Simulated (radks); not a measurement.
Results of a calculation; reference values are marked as such.
Valence configurations of P I (all share [Ne]). Code: a radial shooting solver on a logarithmic mesh with Libxc functionals. Model: non-relativistic Kohn-Sham, r2SCAN, spin-unpolarised, spherical densities, point nucleus; meta-GGA in the generalised Kohn-Sham scheme. Energies are relative to 3s2 3p3; eigenvalues in eV.

[
 {"valence": "3s2 3p3", "E (eV)": "0.000", "e(3p)": "-5.629", "e(3s)": "-14.427"},
 {"valence": "3s1.5 3p3.5", "E (eV)": "4.413", "e(3p)": "-5.935", "e(3s)": "-14.786"},
 {"valence": "3s1 3p4", "E (eV)": "8.849", "e(3p)": "-6.227", "e(3s)": "-15.122"},
 {"valence": "3p5", "E (eV)": "17.781", "e(3p)": "-6.770", "e(3s)": "-"}
]

NIST lists [Ne] 3s2 3p3 as the ground configuration; this level of theory agrees among the configurations tried. The energies are those of spherical spin-averaged densities, not of single terms.
